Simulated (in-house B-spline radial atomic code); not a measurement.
# Ionising neutral gold with different functionals

Computed with a B-spline radial code for spherical atoms: four-component Dirac-Coulomb Hamiltonian, Fermi nucleus of rms radius 5.4371 fm, spin-restricted, spherical fractional occupations for the functionals, and exact exchange of hybrids averaged over the configuration. The ionisation energy is the difference of two self-consistent energies, [Xe] 4f14 5d10 6s1 → [Xe] 4f14 5d10, without Breit or QED terms; ε is the level of the shell that loses the electron (mean over j).

| method | rung | ΔSCF (eV) | -ε(6s) (eV) |
| --- | --- | --- | --- |
| PBE0 | global hybrid | ? | ? |
| B3LYP | global hybrid | ? | ? |
| BHandHLYP | global hybrid | 8.95 | 7.27 |
| HSE06 | range-separated hybrid | 9.17 | 6.16 |

**Question.** What does PBE0 give?

**Answer.** ΔSCF 9.13 eV, and -ε(6s) = 6.51 eV.

**Question.** What does B3LYP give?

**Answer.** ΔSCF 9.41 eV, and -ε(6s) = 6.53 eV.

**Question.** Among the functionals, which spreads more, the ΔSCF values or the orbital energies?

**Answer.** The orbital energies: ΔSCF values span about 0.46 eV and the orbital energies 1.10 eV.

**Question.** How do they compare with the NIST value?

**Answer.** NIST lists 9.226 eV (measured, ground level to ground level). Errors run from -0.28 to +0.18 eV; HSE06 is closest (-0.05 eV), but part of that can be cancellation, since the calculations leave out Breit-QED terms, spin polarisation.
